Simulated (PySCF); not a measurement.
**Trend along the chalcogens: MMn molecules**

PBE0 with triple-zeta basis sets in PySCF, for the lowest determinant that a PBE0 search found; no spin–orbit coupling. De refers to high-spin ground-configuration atoms. A positive dipole means M(−)Mn(+).

```csv
M,basis,state (unpaired electrons),Re (Å),ωe (cm⁻¹),De (eV),μ (D)
O,x2c-TZVPPall,"sextet (σ ↑, π ↑↑, δ ↑↑)",1.619,882,3.98,4.88
S,def2-TZVPP,"sextet (σ ↑, π ↑↑, δ ↑↑)",2.058,504,3.30,6.10
Se,x2c-TZVPPall,"sextet (σ ↑, π ↑↑, δ ↑↑)",2.188,368,2.77,5.84
```

The shortest bond is that of MnO (1.619 Å), the longest that of MnSe (2.188 Å). MnO is bound most strongly (3.98 eV) and MnSe least (2.77 eV).

The rows differ in basis set, which adds steps of its own.

Down a group the atoms grow and get heavier, so bonds lengthen and wavenumbers fall; this series shows no clear exception.

The metal atom is held in its measured ground configuration; semilocal functionals can put another filling of s and d lower by some tenths of an eV, and De to that atom would be smaller. Spin–orbit coupling is left out. With d or f electrons several states lie close, and the lowest PBE0 determinant need not be the measured ground state.
